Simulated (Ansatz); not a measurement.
C4H8O2, singlet, at a GFN2-xTB geometry; Ansatz (a quantum-chemistry and plane-wave program) with REVPBE/cc-pVDZ.

Ansatz was given this input:
Ansatz 0.2 input:
```yaml
crystal:
  periodic: [false, false, false]
  atoms:
    - {symbol: C, position_ang: [1.24760208, 0.54566382, -0.00331419]}
    - {symbol: C, position_ang: [0.93082228, -0.85695853, 0.50345098]}
    - {symbol: O, position_ang: [-0.15991025, -1.43150908, -0.19448444]}
    - {symbol: C, position_ang: [-1.07917808, -0.47111564, -0.68388278]}
    - {symbol: C, position_ang: [-1.09924628, 0.78241036, 0.18374599]}
    - {symbol: O, position_ang: [0.15991025, 1.43150908, 0.19448444]}
    - {symbol: H, position_ang: [2.09693148, 0.96680557, 0.53998539]}
    - {symbol: H, position_ang: [1.50161800, 0.49859197, -1.07264938]}
    - {symbol: H, position_ang: [1.78470278, -1.52148733, 0.35118538]}
    - {symbol: H, position_ang: [0.70520466, -0.81394478, 1.57930603]}
    - {symbol: H, position_ang: [-0.81802512, -0.19601868, -1.71651940]}
    - {symbol: H, position_ang: [-2.06088120, -0.95084892, -0.68707632]}
    - {symbol: H, position_ang: [-1.82075306, 1.50553068, -0.20409445]}
    - {symbol: H, position_ang: [-1.38879754, 0.51137149, 1.20986274]}
basis:
  gaussian:
    orbitals: cc-pVDZ
hamiltonian:
  xc: revpbe
accuracy: high
```

What does Ansatz print? Leave out banner, timings and long lists.


```
Functional definition: revPBE
3081 factors; integrals over basis functions are off by at most 3.5e-9 eV
mean field evaluation 1: about -8361.5490 eV, gradient 5.6e1 eV
mean field evaluation 2: about -8354.3258 eV, gradient 7.9e1 eV
mean field evaluation 4: about -8369.1501 eV, gradient 5.2e0 eV
mean field evaluation 8: about -8369.2000 eV, gradient 2.3e-2 eV
mean field evaluation 16: about -8369.2000 eV, gradient 4.7e-6 eV
mean field -8369.20001110 eV, -307.5624275604 hartree, gradient 2.2e-8 eV, S^2 0.000000; 0 other end points of the search recorded, 0 dependent functions left out
reference -8369.20001580 eV, -307.5624277330 hartree; 24, 24 occupied and 100, 100 virtual orbitals, 3081 factors
Total energy: -8369.20001580 eV, -307.5624277330 hartree
```
